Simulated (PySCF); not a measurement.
**Where the electron goes**

Species: C6H6Cl2O.
Atom-mapped SMILES: `[CH2:1]=[C:2]([Cl:3])/[C:4](=[CH:5]\[CH:6]=[O:7])[CH2:8][Cl:9]` (hydrogens: H10, H11 on C1; H12 on C5; H13 on C6; H14, H15 on C8)

The calculation used TDDFT PBE0/def2-SVPD, vertical, gas phase, core orbitals frozen in the response in PySCF 2.14.0, density-fitted response routines. Geometry: GFN2-xTB, one conformer, isolated molecule. Torsions of this conformer, `[CH2:1]=[C:2]([Cl:3])/[C:4](=[CH:5]\[CH:6]=[O:7])[CH2:8][Cl:9]`: C1–C2–C4–C5 -49°, C4–C5–C6–O7 170°, C2–C4–C8–Cl9 -66°.

Kohn–Sham orbitals with the atoms that hold most of them (Löwdin shares over 4%, at most four atoms; ? is withheld):

```
orbital  ε (eV)                             atoms
 HOMO-3   -8.96                   Cl9 77%, C8 12%
 HOMO-2   -8.74  Cl9 31%, C4 17%, Cl3 17%, C5 14%
 HOMO-1   -8.18                                 ?
   HOMO   -7.63                                 ?
   LUMO       ?    C4 21%, O7 17%, C5 16%, C6 16%
 LUMO+1   -0.95     C2 27%, C1 25%, Cl3 8%, C6 7%
 LUMO+2    0.14   Cl9 31%, Cl3 22%, C8 17%, C2 9%
```

**Question.** Give the leading atoms of the HOMO.

**Answer.** O7 (bonded to C) 44%; C6 (bonded to C, O and H) 11%; C1 (bonded to C and 2 H) 10%; C2 (bonded to 2 C and Cl) 8%. By element: oxygen 44%, carbon 29% or more.

**Question.** Which atoms hold the HOMO-1, and with what shares?

**Answer.** O7 (bonded to C) 23%; C1 (bonded to C and 2 H) 16%; Cl3 (bonded to C) 13%; C2 (bonded to 2 C and Cl) 13%. By element: carbon 29% or more, oxygen 23%, chlorine 13% or more.

**Question.** What is the LUMO energy, and the HOMO–LUMO gap?

**Answer.** ε(LUMO) = -2.63 eV; the gap is 5.00 eV (0.1837 hartree).

**Question.** How does S1 compare with the orbital gap of 5.00 eV?

**Answer.** S1 is at 3.30 eV (f = 0.0028), 1.70 eV below the gap, made of HOMO→LUMO (82%), HOMO-1→LUMO (13%). Without the coupling terms of the response equations the lowest excitation would equal the gap.

**Question.** Give energy, strength and leading configuration of S1, S2 and S5, and follow the Löwdin shares of the leading atoms from the occupied to the empty orbital.

**Answer.** 
- S1 (3.30 eV, f 0.0028), HOMO→LUMO (82%): O7 44% → 17%, C6 11% → 16%, C4 at most 8% → 21%
- S2 (4.55 eV, f 0.066), HOMO-1→LUMO (74%): O7 23% → 17%, C1 16% → at most 16%, C4 at most 13% → 21%
- S5 (5.55 eV, f 0.011), HOMO→LUMO+1 (74%): O7 44% → at most 7%, C6 11% → 7%, C2 8% → 27%, C1 10% → 25%

Hardware: one thread, Intel Xeon at 2.70 GHz (x86_64), shared host. Cost: 96 s wall (grids of density and orbitals included), 0.99 GiB resident at most.
